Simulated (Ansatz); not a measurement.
Gas-phase electronic energies from Ansatz, PBE0-D4/def2-TZVP geometries. CCSD(T)/CBS is the MP2 limit (def2-TZVPP, def2-QZVPP) plus CCSD(T) − MP2 in def2-TZVPP, frozen cores. Functionals use def2-TZVPP. For Se outer-core shells are correlated without core-valence functions, which leaves a few kJ/mol of doubt a bond. Scalar relativity is left out up to krypton. One conformer a species, not always the lowest.

Consider the substitution at a C–C bond: `CCC(O)S` + `B[SeH]` → `B[Se]CC` + `OCS`.

```tsv
level	ΔE (kcal/mol)	difference from CCSD(T)/CBS
PBE-D4	3.9	-0.8
r2SCAN-D4	5.0	0.3
PBE0-D4	4.5	-0.2
ωB97X-V	5.2	0.5
HF/def2-TZVPP	5.0	0.3
SCS-MP2/def2-TZVPP	4.0	-0.7
CCSD/def2-TZVPP	4.8	0.1
MP2/def2-QZVPP	4.1	-0.6
MP2/CBS(def2)	4.1	-0.6
CCSD/CBS(def2)	4.8	0.1
CCSD(T)/CBS	4.7	0
```

Largest T1 diagnostic among the species: 0.013.
